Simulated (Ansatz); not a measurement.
Input for Ansatz (a quantum-chemistry and plane-wave program): U-CCSD(T)/def2-SVP on BiClH2 (SMILES [Cl][BiH2]), a point of a bond scan (R = 1.622 Å). Elements past Kr take the def2 small-core potentials; no spin–orbit coupling. The run froze 14 orbitals, filled d shells among them.

Ansatz 0.2 input:
```yaml
crystal:
  periodic: [false, false, false]
  atoms:
    - {symbol: Bi, position_ang: [-0.26735610, -0.21428136, 0.22757395]}
    - {symbol: H, position_ang: [-1.51794296, 0.29850593, -0.66923497]}
    - {symbol: H, position_ang: [-0.10663524, -1.65617136, -0.84177071]}
    - {symbol: Cl, position_ang: [1.40906403, 1.12270836, -1.01635216]}
basis:
  gaussian:
    orbitals: def2-SVP
correlation: {method: ccsd_t, electrons: outside_noble_gas}
scf: {omitted_lower_state_checks: [cluster_reference]}
magnetization: {spin_polarized: true, initial_magnetization: 0}
```

### Question
What total energy does the run end on?

### Answer
-674.3270 hartree (reference determinant -674.0674, T1 diagnostic 0.013).
